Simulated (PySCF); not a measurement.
# A small calculation by hand: oscillator strength and radiative lifetime

SeFBr, SMILES F[Se]Br.

Geometry optimised at ωB97X-D3(BJ)/def2-TZVP.

TDDFT-PBE0/def2-SVPD run with PySCF 2.14.0 puts the first singlet state with f over 0.02 at 7.10 eV (vertical), with the transition dipole (0.000, 0.000, 0.484) in atomic units.

Q: Find the oscillator strength, the wavelength and the radiative lifetime that this transition would have in vacuum if emission retraced absorption.

A: 
|μ|² = 0.2343 au, so |μ| = 1.23 D. ΔE = 7.10/27.211 = 0.2609 hartree. f = (2/3) ΔE |μ|² = 0.041 (the program prints 0.041).
λ = 1239.84/7.10 = 175 nm; ν = 57265 cm⁻¹.
Einstein's coefficient A = 0.6670 ν² f s⁻¹ (ν in cm⁻¹) = 8.9e7 s⁻¹, so τ = 1/A = 11 ns. This state is S9; the lower singlets have f = 0.001, 0.000, 0.003, 0.000, 0.007, 0.000, 0.016, 0.009. The figure is the radiative limit of this one transition; relaxation, internal conversion, crossing to triplets and a medium change what is measured.
